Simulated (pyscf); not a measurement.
**•H₂C–Al(OH)–OH, doublet**

Gas-phase minimum from PySCF at ωB97X-D3(BJ)/def2-SVP, one conformer. Other isomers of •H₂C–Al(OH)–OH were not searched in full and may lie lower. 

```xyz
8

C      0.7127     0.2330     1.5424
Al    -0.5490    -0.8711     0.6196
O     -0.4998    -2.5526     0.8861
O     -1.6650    -0.1233    -0.4283
H      1.4724    -0.1564     2.2328
H      0.7546     1.3254     1.4390
H     -1.0538    -3.2451     0.5257
H     -2.3520    -0.5190    -0.9650
```
Charge 0, spin multiplicity 2.

Bonded distances (Å): C1–Al2 1.914, C1–H5 1.098, C1–H6 1.098, Al2–O3 1.703, Al2–O4 1.704, O3–H7 0.957, O4–H8 0.957. Angles (°): Al2–C1–H5 123.7, Al2–C1–H6 123.6, H5–C1–H6 112.7, C1–Al2–O3 118.4, C1–Al2–O4 118.4, O3–Al2–O4 123.3, Al2–O3–H7 129.7, Al2–O4–H8 129.3.

Properties at ωB97X-D3(BJ)/def2-SVP:

```
Property                                                                                                                                                                                                            Value
---------------------------------------------------------------------------------------------------------------------  --------------------------------------------------------------------------------------------------
Harmonic wavenumbers, unscaled                                                                                         190, 190, 246, 263, 266, 349, 459, 554, 618, 650, 656, 875, 940, 1373, 3148, 3244, 4010, 4013 cm⁻¹
Zero-point energy                                                                                                                                                                                           31.5 kcal/mol
Rotational symmetry number                                                                                                                                                                                              2
Entropy of this conformer at 298 K and 1 atm, rigid rotor and harmonic oscillator, modes under 100 cm⁻¹ raised to 100                                                                                     324.9 J/(mol K)
Dipole moment                                                                                                                                                                                                      1.93 D
Spin expectation value S2                                                                                                                                                                                           0.753
```

Single-point totals, which compare only within one level (frozen core for MP2 and CC):

| level | total energy (hartree) |
|---|---|
| ωB97X-D3(BJ)/def2-TZVP | -433.61066 |
| PBE/def2-TZVP | -433.18841 |
| r²SCAN/def2-TZVP | -433.42501 |
| B3LYP-D3(BJ)/def2-TZVP | -433.58115 |
| PBE0-D3(BJ)/def2-TZVP | -433.22160 |
| M06-2X/def2-TZVP | -433.45145 |
| ωB97M-D3(BJ)/def2-TZVP | -433.62846 |
| UHF/def2-TZVPP | -432.02396 |
| MP2/def2-TZVPP | -432.72515 |
| CCSD/def2-TZVPP | -432.74817 |
| CCSD(T)/def2-TZVPP | -432.77292 |

Soft torsions are taken as harmonic, which can shift the entropy by several J/(mol K). The CCSD(T) − MP2 part came from Ansatz, without density fitting, on the same reference.
